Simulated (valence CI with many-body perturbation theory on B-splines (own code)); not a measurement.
**E1 transitions of Hf65+**

Level of theory: relativistic CI+MBPT: five valence electrons over a frozen Dirac-Fock core [He], radial functions for each j: 9 s, 9 p, 8 d, 6 f, 3 g, 1 h, with the one-electron correlation potential Σ1, the two-electron term Σ2, the three-electron term Σ3, Breit, model QED; selected CI, second order for the rest (own B-spline code, finite nucleus).

The last digits are not significant, and no measured levels were compared; by estimate large intervals hold to a few tenths of a per cent, small ones and those within an open d or f shell to about a per cent. Among the levels kept, up to 1100 cm⁻¹ of a level comes from second order outside the variational space, and about a tenth of that is noise between levels of different J, which matters for small intervals.

Lines 1 to 50 of 260 in falling wavelength, among levels below 85063 × 10³ cm⁻¹, chosen from the strongest by gf and those to the six lowest levels. Wavelengths and rates use the calculated energies. Electric multipoles are in the length gauge, E1 and E2 with the static RPA response of the core. Weak lines are less certain than strong ones. Lines between different terms over intervals too small for the method are left out, as are lines whose strength nearly cancels. The highest levels of a list are the least certain.

Levels are named by their leading jj configuration (3d3/2^4 stands for four electrons in 3d with j = 3/2), which in mixed levels can hold well under half, so a name can repeat and another be missing. Letters in brackets count levels of one name in rising energy.

| λ vac (Å) | Upper | Lower | A (s⁻¹) | S (a.u.) with core polarisation | S without |
| --- | --- | --- | --- | --- | --- |
| 149.2 | (2s 2p1/2^2 2p3/2 3p1/2) J=5/2 | (2s 2p1/2^2 2p3/2 3s) J=3/2 [a] | 2.85e+09 | 2.80e-02 | 2.80e-02 |
| 133.4 | (2s^2 2p1/2 2p3/2 3p1/2) J=5/2 | (2s^2 2p1/2 2p3/2 3s) J=3/2 [b] | 4.05e+09 | 2.85e-02 | 2.85e-02 |
| 131.5 | (2s 2p1/2^2 2p3/2 3p1/2) J=3/2 [b] | (2s 2p1/2^2 2p3/2 3s) J=3/2 [b] | 4.53e+09 | 2.03e-02 | 2.03e-02 |
| 124.6 | (2s^2 2p1/2 2p3/2 3p1/2) J=5/2 | (2s^2 2p1/2 2p3/2 3s) J=5/2 | 4.65e+09 | 2.66e-02 | 2.66e-02 |
| 123.1 | (2s^2 2p1/2^2 3p1/2) J=1/2 | (2s^2 2p1/2^2 3s) J=1/2 | 1.05e+10 | 1.93e-02 | 1.93e-02 |
| 119.3 | (2s 2p1/2^2 2p3/2 3p1/2) J=3/2 [b] | (2s 2p1/2^2 2p3/2 3s) J=1/2 | 5.03e+09 | 1.69e-02 | 1.69e-02 |
| 117.3 | (2s^2 2p1/2 2p3/2 3p1/2) J=3/2 [a] | (2s^2 2p1/2 2p3/2 3s) J=3/2 [a] | 5.49e+09 | 1.75e-02 | 1.75e-02 |
| 112.1 | (2s 2p1/2^2 2p3/2 3p1/2) J=3/2 [a] | (2s 2p1/2^2 2p3/2 3s) J=5/2 | 1.12e+10 | 3.11e-02 | 3.11e-02 |
| 111.2 | (2s 2p1/2^2 2p3/2 3p1/2) J=5/2 | (2s 2p1/2^2 2p3/2 3s) J=5/2 | 7.31e+09 | 2.97e-02 | 2.97e-02 |
| 88.87 | (2s^2 2p1/2 2p3/2 3p1/2) J=3/2 [b] | (2s^2 2p1/2 2p3/2 3s) J=5/2 | 1.81e+10 | 2.51e-02 | 2.51e-02 |
| 72.42 | (2s^2 2p1/2 2p3/2 3d5/2) J=3/2 [a] | (2s^2 2p1/2 2p3/2 3p3/2) J=3/2 [b] | 1.48e+10 | 1.11e-02 | 1.11e-02 |
| 71.24 | (2s^2 2p1/2 2p3/2 3d5/2) J=3/2 [b] | (2s^2 2p1/2 2p3/2 3p3/2) J=1/2 [b] | 2.09e+10 | 1.49e-02 | 1.49e-02 |
| 69.23 | (2s^2 2p1/2 2p3/2 3d5/2) J=1/2 | (2s^2 2p1/2 2p3/2 3p3/2) J=1/2 [b] | 3.07e+10 | 1.01e-02 | 1.01e-02 |
| 67.98 | (2s^2 2p1/2 2p3/2 3d5/2) J=5/2 [b] | (2s^2 2p1/2 2p3/2 3p3/2) J=5/2 [b] | 1.49e+10 | 1.38e-02 | 1.38e-02 |
| 67.80 | (2s 2p1/2^2 2p3/2 3d5/2) J=5/2 | (2s 2p1/2^2 2p3/2 3p3/2) J=5/2 [a] | 2.11e+10 | 1.95e-02 | 1.95e-02 |
| 66.85 | (2s 2p1/2^2 2p3/2 3d5/2) J=9/2 | (2s 2p1/2^2 2p3/2 3p3/2) J=7/2 | 6.33e+10 | 9.34e-02 | 9.34e-02 |
| 65.68 | (2s^2 2p1/2 2p3/2 3d5/2) J=7/2 [a] | (2s^2 2p1/2 2p3/2 3p3/2) J=5/2 [a] | 5.43e+10 | 6.08e-02 | 6.08e-02 |
| 65.41 | (2s 2p1/2^2 2p3/2 3d5/2) J=7/2 | (2s 2p1/2^2 2p3/2 3p3/2) J=5/2 [a] | 5.45e+10 | 6.02e-02 | 6.02e-02 |
| 65.33 | (2s^2 2p1/2 2p3/2 3d5/2) J=5/2 [b] | (2s^2 2p1/2 2p3/2 3p3/2) J=3/2 [b] | 3.28e+10 | 2.71e-02 | 2.71e-02 |
| 65.10 | (2s^2 2p1/2 2p3/2 3d5/2) J=7/2 [b] | (2s^2 2p1/2 2p3/2 3p3/2) J=5/2 [b] | 5.05e+10 | 5.50e-02 | 5.50e-02 |
| 64.17 | (2s^2 2p1/2 2p3/2 3d5/2) J=9/2 | (2s^2 2p1/2 2p3/2 3p3/2) J=7/2 | 6.63e+10 | 8.65e-02 | 8.65e-02 |
| 63.89 | (2s^2 2p1/2^2 3d5/2) J=5/2 | (2s^2 2p1/2^2 3p3/2) J=3/2 | 6.79e+10 | 5.25e-02 | 5.25e-02 |
| 61.83 | (2s 2p1/2^2 2p3/2 3d5/2) J=5/2 | (2s 2p1/2^2 2p3/2 3p3/2) J=3/2 [a] | 4.55e+10 | 3.18e-02 | 3.18e-02 |
| 61.72 | (2s^2 2p1/2 2p3/2 3d5/2) J=5/2 [a] | (2s^2 2p1/2 2p3/2 3p3/2) J=3/2 [a] | 5.03e+10 | 3.50e-02 | 3.50e-02 |
| 61.18 | (2s^2 2p1/2 2p3/2 3d5/2) J=3/2 [a] | (2s^2 2p1/2 2p3/2 3p3/2) J=1/2 [a] | 4.16e+10 | 1.88e-02 | 1.88e-02 |
| 57.24 | (2s 2p1/2^2 2p3/2 3d5/2) J=7/2 | (2s 2p1/2^2 2p3/2 3p3/2) J=7/2 | 1.61e+10 | 1.19e-02 | 1.19e-02 |
| 56.76 | (2s^2 2p1/2 2p3/2 3d5/2) J=7/2 [b] | (2s^2 2p1/2 2p3/2 3p3/2) J=7/2 | 1.53e+10 | 1.11e-02 | 1.11e-02 |
| 53.56 | (2s^2 2p1/2 2p3/2 3d5/2) J=3/2 [b] | (2s^2 2p1/2 2p3/2 3p3/2) J=3/2 [a] | 3.95e+10 | 1.20e-02 | 1.20e-02 |
| 42.27 | (2s 2p1/2^2 2p3/2 3p3/2) J=7/2 | (2s^2 2p1/2 2p3/2 3p3/2) J=5/2 [a] | 6.02e+10 | 1.79e-02 | 1.80e-02 |
| 40.16 | (2s 2p1/2^2 2p3/2^2) J=5/2 | (2s^2 2p1/2 2p3/2^2) J=5/2 | 1.87e+10 | 3.59e-03 | 3.60e-03 |
| 37.37 | (2s 2p1/2^2 2p3/2^2) J=5/2 | (2s^2 2p1/2 2p3/2^2) J=3/2 | 2.98e+10 | 4.60e-03 | 4.61e-03 |
| 35.50 | (2s 2p1/2^2 2p3/2 3p3/2) J=5/2 [b] | (2s^2 2p1/2 2p3/2 3p3/2) J=3/2 [b] | 3.93e+10 | 5.21e-03 | 5.21e-03 |
| 34.37 | (2s 2p1/2^2 2p3/2^2) J=1/2 | (2s^2 2p1/2 2p3/2^2) J=1/2 | 6.72e+10 | 2.69e-03 | 2.70e-03 |
| 34.25 | (2s 2p1/2^2 2p3/2^2) J=3/2 | (2s^2 2p1/2 2p3/2^2) J=1/2 | 3.62e+07 | 2.87e-06 | 2.87e-06 |
| 34.03 | (2s 2p1/2^2 2p3/2 3d3/2) J=5/2 [b] | (2s^2 2p1/2 2p3/2 3d3/2) J=7/2 | 4.63e+10 | 5.40e-03 | 5.41e-03 |
| 33.52 | (2s 2p1/2^2 2p3/2 3p3/2) J=5/2 [b] | (2s^2 2p1/2 2p3/2 3p3/2) J=7/2 | 4.47e+10 | 4.98e-03 | 4.99e-03 |
| 31.34 | (2s 2p1/2^2 2p3/2 3p3/2) J=5/2 [a] | (2s 2p1/2^2 2p3/2 3s) J=3/2 [b] | 5.71e+10 | 5.21e-03 | 5.21e-03 |
| 30.07 | (2s 2p1/2^2 2p3/2^2) J=3/2 | (2s^2 2p1/2 2p3/2^2) J=5/2 | 7.71e+10 | 4.14e-03 | 4.15e-03 |
| 28.57 | (2s 2p1/2^2 2p3/2^2) J=1/2 | (2s^2 2p1/2 2p3/2^2) J=3/2 | 1.35e+08 | 3.12e-06 | 3.12e-06 |
| 28.48 | (2s 2p1/2^2 2p3/2^2) J=3/2 | (2s^2 2p1/2 2p3/2^2) J=3/2 | 2.51e+10 | 1.14e-03 | 1.15e-03 |
| 28.39 | (2p1/2^2 2p3/2^3) J=3/2 | (2s 2p1/2 2p3/2^3) J=5/2 | 1.56e+11 | 7.06e-03 | 7.07e-03 |
| 28.11 | (2s^2 2p1/2 2p3/2 3d3/2) J=5/2 [b] | (2s^2 2p1/2 2p3/2 3p1/2) J=3/2 [b] | 3.85e+11 | 2.53e-02 | 2.53e-02 |
| 27.79 | (2s^2 2p1/2 2p3/2 3p3/2) J=1/2 [a] | (2s^2 2p1/2 2p3/2 3s) J=3/2 [b] | 1.98e+11 | 4.19e-03 | 4.19e-03 |
| 27.75 | (2s^2 2p1/2 2p3/2 3d3/2) J=3/2 [b] | (2s^2 2p1/2 2p3/2 3p1/2) J=3/2 [b] | 4.54e+11 | 1.92e-02 | 1.92e-02 |
| 27.58 | (2s^2 2p1/2 2p3/2 3d3/2) J=5/2 [a] | (2s^2 2p1/2 2p3/2 3p1/2) J=5/2 | 1.23e+11 | 7.65e-03 | 7.65e-03 |
| 27.54 | (2s^2 2p1/2 2p3/2 3p3/2) J=3/2 [a] | (2s^2 2p1/2 2p3/2 3s) J=3/2 [b] | 3.97e+11 | 1.64e-02 | 1.64e-02 |
| 27.47 | (2s 2p1/2^2 2p3/2 3p3/2) J=3/2 [a] | (2s 2p1/2^2 2p3/2 3s) J=3/2 [a] | 7.63e+11 | 3.12e-02 | 3.12e-02 |
| 27.27 | (2s 2p1/2^2 2p3/2 3d3/2) J=3/2 [b] | (2s 2p1/2^2 2p3/2 3p1/2) J=3/2 [b] | 2.52e+11 | 1.01e-02 | 1.01e-02 |
| 27.17 | (2s 2p1/2^2 2p3/2 3d3/2) J=3/2 [b] | (2s 2p1/2^2 2p3/2 3p1/2) J=1/2 | 3.38e+11 | 1.34e-02 | 1.34e-02 |
| 27.17 | (2s^2 2p1/2 2p3/2 3d3/2) J=1/2 [b] | (2s^2 2p1/2 2p3/2 3p1/2) J=3/2 [b] | 5.89e+11 | 1.17e-02 | 1.17e-02 |
